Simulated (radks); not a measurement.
Initial-state core-level shifts of the holmium ion Ho+ when its valence configuration changes from [Xe] 4f11 6s1. All-electron calculation, scalar-relativistic Kohn-Sham, PBE, spin-polarised, spherical densities, point nucleus; open shells are filled with parallel spins first (spin-orbit coupling, left out, can overturn this in heavy ions). Program: a radial shooting solver on a logarithmic mesh with Libxc functionals. Shifts are changes of the shell-averaged eigenvalues in eV (positive: less bound).

valence                1s       3s       3p       3d
4f10 6s2           -8.754  -10.032  -10.018   -9.956
4f10 5d1 6s1       -6.407   -7.666   -7.651   -7.575
4f10 6s1 6p1       -9.952  -11.223  -11.209  -11.147
4f9 5d2 6s1       -13.644  -16.511  -16.476  -16.305
4f11.5 6s0.5       +3.436   +3.911   +3.907   +3.883
4f11 6p1           -1.385   -1.348   -1.349   -1.351
4f12               +5.876   +6.685   +6.677   +6.636
4f11 6s0.5 6p0.5   -0.697   -0.680   -0.680   -0.681
4f11 5d0.5 6s0.5   +0.800   +0.806   +0.807   +0.812
